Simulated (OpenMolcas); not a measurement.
# Levels of N IV by method

* Program: OpenMolcas
* Basis: ANO-RCC-VDZP [3s2p1d]
* Scalar Hamiltonian: DKH2, point nucleus
* Active space: 2 electrons in 4 orbitals (2s 2p)
* State averaging: 2S+1 = 3 even, 3 roots; 2S+1 = 1 even, 7 roots; 2S+1 = 3 odd, 3 roots; 2S+1 = 1 odd, 3 roots
* Spin-orbit coupling: state interaction with AMFI integrals over the reference wave functions, term energies averaged over their components

Methods on the same reference wave functions:
A. CASSCF
B. SS-CASPT2, IPEA 0.25 Eh, imaginary shift 0.1 Eh (closed shells correlated: 1s)
C. MS-CASPT2, IPEA 0.25 Eh, imaginary shift 0.1 Eh (closed shells correlated: 1s)

Energies in cm⁻¹ above 2s² ¹S₀, the measured ground level; measured values from Moore, Selected Tables of Atomic Spectra, NSRDS-NBS 3, section 4.

```tsv
Level	A	B	C	Measured
2s² ¹S₀	0.0	0.0	0.0	0.0
2s 2p ³P°₀	68165	67560	67570	67209
2s 2p ³P°₁	68230	67630	67630	67272
2s 2p ³P°₂	68360	67760	67760	67416
2s 2p ¹P°₁	142424	135520	135520	130694
2p² ³P₀	177666	176900	176910	175535
2p² ³P₁	177730	176970	176970	175608
2p² ³P₂	177858	177100	177100	175733
2p² ¹D₂	199229	192830	192840	188882
2p² ¹S₀	248897	242040	242050	235369
```

Deviations, from unrounded energies. A percentage is the sum of absolute deviations over the sum of measured energies, with the sign that they share, or ± where signs differ.

```tsv
Against measurement	Levels	A	B	C
mean absolute deviation (cm-1)	9	5000	2300	2300
other configurations (%)	9	+3.5	+1.6	+1.6
```

B, C lie about equally close to measurement and A furthest from it. The largest miss of B in the table is 2p² ¹S₀, by +6700 cm-1. The ranking rests on the paired levels alone, and a cruder setting can come out closer through cancelling errors.

Between B and C the level of the table that moves most is 2p² ¹S₀, by 9.4 cm-1 (lowest in B, highest in C). Moves below CASPT2's spread within the term are not significant.

The two smallest mean deviations differ by little beside CASPT2's spread within terms, so their order carries little weight.

The lowest spin-free term lies below A's lowest term by 0.003 hartree in B, 0.003 hartree in C.

Term energies are means over components that CASPT2 splits; among the terms shown or strongly mixed into the levels shown the widest spread is 80 cm-1 (2p² ¹D, C). The basis is small and was not contracted for so high a charge. Computed and measured levels are paired by configuration, term and J; levels that our copy of the source lacks, or whose pairing is in doubt (as where it misses far off the trend of its configuration), stay unpaired and out of the deviations. Only configurations of the active space appear.

° marks odd parity.
